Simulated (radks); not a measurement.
Correlation energies from several functionals, in hartree. Species: Xe [Xe]; Rb [Kr] 5s1; Zn [Ar] 3d10 4s2; Se4+ [Ar] 3d10 4s2; Li2+ 1s1. Method: non-relativistic Kohn-Sham, r2SCAN, spin-polarised, spherical densities, point nucleus; meta-GGA in the generalised Kohn-Sham scheme; computed with a radial shooting solver on a logarithmic mesh with Libxc functionals. Every spin shell is full or empty, so the densities are truly spherical. Functionals are evaluated on that one density, not self-consistently.

functional       Xe       Rb       Zn     Se4+        Li2+
PW92        -5.1786  -3.3448  -2.6541  -2.8624   -0.034201
VWN5        -5.2005  -3.3598  -2.6665  -2.8757   -0.034136
Wigner      -2.8819  -1.9271  -1.5849  -1.6154           0
PBE         -2.9187  -1.8002  -1.4030  -1.4959  -0.0062186
PBEsol      -3.2967  -2.0558  -1.6093  -1.7136  -0.0086245
LYP         -2.7451  -1.7821  -1.4307  -1.5122           0
PW91        -3.1492  -1.9521  -1.5231  -1.6315  -0.0077506
r2SCAN      -2.9218  -1.8112  -1.4334  -1.5154           0
